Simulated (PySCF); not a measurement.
```xyz
3
charge 1 multiplicity 3, angstrom
Cl    0.0000    0.0000    0.0000
Cd    0.0000    0.0000    2.5386
Cd    0.0000    0.0000   -2.5386
```

Computed with UPBE0 in PySCF with Cl def2-SVP, Cd def2-SVP with ECP28; scalar-relativistic core potentials, no spin–orbit coupling; density-fitted integrals.

This geometry of [Cd2Cl]+ is a stationary point at this level.

**Question.** What is the point group?

**Answer.** D∞h.

**Question.** Is it a minimum?

**Answer.** No: it has 2 imaginary modes (one degenerate set), at 51i cm⁻¹ (πu).

**Question.** List the harmonic modes with their infrared intensities.

**Answer.** 
```
symmetry  ω (cm⁻¹)  IR (km/mol, summed over degenerate members)
      πu       51i                                            –
     σg+       120                                          0.0
     σu+       282                                          206
```

**Question.** What are the dipole moment and the gap between the highest occupied and lowest empty levels of either spin?

**Answer.** 0.00 D about the centre of mass and 1.57 eV.

In D∞h the vibrations span πu + σg+ + σu+. The σg+ mode carries no infrared intensity, as symmetry demands. With a centre of inversion only u modes can be infrared active and only g modes Raman active.

Only a few start shapes were tried, so a lower isomer may exist.
